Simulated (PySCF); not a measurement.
Identify the unknown among the candidates.

All candidates are C6H9NSi.

| technique | computed result |
| --- | --- |
| UV, strongest line | among the 10 lowest singlet transitions: S8 at 8.27 eV (150 nm, f = 0.053) [TDDFT CAM-B3LYP/def2-SVPD] |
| Triplet | lowest triplet excitation (Tamm–Dancoff): 6.15 eV [TDA CAM-B3LYP/def2-SVPD] |
| NMR, other nuclei | isotropic shieldings of nuclei other than C and H, by class: -41 (1 N), 413 (1 Si) ppm [GIAO CAM-B3LYP/pcSseg-1] |
| XPS | Si2p3/2 106.9, C1s 290.8, C1s 291.3 (×2), C1s 291.4, C1s 291.9, C1s 292.4, N1s 404.7, Si1s 1846.6 eV [ΔSCF SCAN, pcX-2 on the ionised atom, pcseg-1 elsewhere, spin-free X2C, 2p3/2 from a spin–orbit splitting computed afterwards within the 2p shell] |
| Rotational structure | rotational constants A, B, C: 2.636, 1.286, 0.998 GHz [PBE0-D3(BJ)/def2-SVP] |
| 13C NMR | chemical shifts (computed TMS as zero) by class: 126.9 (1 C), 38.1 (1 C), 25.8 (1 C), 14.6 (1 C), 11.9 (2 C) ppm [GIAO CAM-B3LYP/pcSseg-1] |

The electronic properties come from PySCF, for the isolated species, density fitting. Levels stand in brackets. One conformer (not necessarily the lowest) at the PBE0-D3(BJ)/def2-SVP geometry, without solvent, vibrations or thermal averaging. NMR values are class means; diastereotopic atoms form classes of their own.

Question: Which candidate is it?
A. `C#C[SiH2]/N=C/C=C\C`
B. `N#C[Si@@H]1C[C@H]1C1CC1`
C. `N#C[Si@@H]1C[C@@H]1C1CC1`
D. `C#C[SiH2]/N=C\C=C/C`
E. `N#C[C@]1(C[SiH3])[C@@H]2C[C@@H]21`

Answer: E. It is `N#C[C@]1(C[SiH3])[C@@H]2C[C@@H]21`. Numbering: `[N:1]#[C:2][C@:3]1([CH2:4][SiH3:5])[C@@H:6]2[CH2:7][C@H:8]12`. Its formula, C6H9NSi, gives 4 degrees of unsaturation: 2 rings and 2 π bonds in the structure found. 6 carbons fall into 5 classes; from least to most shielded: nitrile carbon [C2] (126.9 ppm), sp3 carbon next to a nitrile [C3] (38.1 ppm), three-membered-ring carbon [C7] (25.8 ppm), chain sp3 carbon bound to silicon [C4] (14.6 ppm), sp3 carbon at a ring junction [C6/C8] (11.9 ppm, 2 C, up to 2.8 ppm apart in this geometry). The other shieldings belong to: -41 ppm, nitrile nitrogen [N1]; 413 ppm, SiH3 silicon [Si5]. The core levels belong to: Si2p3/2 106.9 eV, SiH3 silicon [Si5]; C1s 290.8 eV, sp3 carbon bound to silicon [C4]; C1s 291.3 eV, sp3 carbon at a ring junction [C6/C8]; C1s 291.4 eV, three-membered-ring carbon [C7]; C1s 291.9 eV, nitrile carbon [C2]; C1s 292.4 eV, sp3 carbon next to a nitrile [C3]; N1s 404.7 eV, nitrile nitrogen [N1]; Si1s 1846.6 eV, SiH3 silicon [Si5]. One atom of each topological class was ionised and stands for its class. The optimised geometry has point group C1 and is an asymmetric top.

The others, at the same levels:
- `N#C[Si@@H]1C[C@H]1C1CC1` fails: it has 6 carbon classes against 5; its computed 13C shifts are 126.9 (1 C), 17.6 (1 C), 14.3 (1 C), 9.1 (1 C), 6.8 (1 C), 1.8 (1 C) ppm, core binding energies are Si2p3/2 107.3, C1s 290.4, C1s 290.6, C1s 290.6, C1s 290.7, C1s 290.9, C1s 291.5, N1s 404.7, Si1s 1847.0 eV and lowest triplet excitation (Tamm–Dancoff) is 4.42 eV (against 6.15 eV).
- `N#C[Si@@H]1C[C@@H]1C1CC1` fails: it has 6 carbon classes against 5; its computed 13C shifts are 127.3 (1 C), 12.0 (1 C), 9.2 (1 C), 4.3 (1 C), 1.9 (1 C), -5.4 (1 C) ppm, core binding energies are Si2p3/2 107.3, C1s 290.5, C1s 290.5, C1s 290.6, C1s 290.6, C1s 290.8, C1s 291.5, N1s 404.7, Si1s 1847.0 eV and lowest triplet excitation (Tamm–Dancoff) is 4.36 eV (against 6.15 eV).
- `C#C[SiH2]/N=C/C=C\C` fails: it has 6 carbon classes against 5; its computed 13C shifts are 183.4 (1 C), 160.1 (1 C), 134.4 (1 C), 104.9 (1 C), 87.6 (1 C), 19.0 (1 C) ppm, lowest triplet excitation (Tamm–Dancoff) is 3.14 eV (against 6.15 eV) and strongest line among the 10 lowest singlet transitions is S2 at 5.26 eV (236 nm, f = 0.467) (against S8 at 8.27 eV).
- `C#C[SiH2]/N=C\C=C/C` fails: it has 6 carbon classes against 5; its computed 13C shifts are 177.8 (1 C), 152.7 (1 C), 135.1 (1 C), 103.7 (1 C), 87.6 (1 C), 14.7 (1 C) ppm, lowest triplet excitation (Tamm–Dancoff) is 3.16 eV (against 6.15 eV) and strongest line among the 10 lowest singlet transitions is S2 at 5.65 eV (220 nm, f = 0.781) (against S8 at 8.27 eV).

Each candidate is one conformer, not necessarily the lowest. The conformers computed, where there is a choice (atom-mapped SMILES and torsion angles):
- `[N:1]#[C:2][C@:3]1([CH2:4][SiH3:5])[C@@H:6]2[CH2:7][C@H:8]12`: C2–C3–C4–Si5 67°
- `[N:1]#[C:2][Si@@H:3]1[CH2:4][C@H:5]1[CH:6]1[CH2:7][CH2:8]1`: C4–C5–C6–C7 -98°
- `[N:1]#[C:2][Si@@H:3]1[CH2:4][C@@H:5]1[CH:6]1[CH2:7][CH2:8]1`: C4–C5–C6–C7 49°
- `[CH:1]#[C:2][SiH2:3]/[N:4]=[CH:5]/[CH:6]=[CH:7]\[CH3:8]`: C2–Si3–N4–C5 -121°, N4–C5–C6–C7 5°
- `[CH:1]#[C:2][SiH2:3]/[N:4]=[CH:5]\[CH:6]=[CH:7]/[CH3:8]`: C2–Si3–N4–C5 -121°, N4–C5–C6–C7 180°
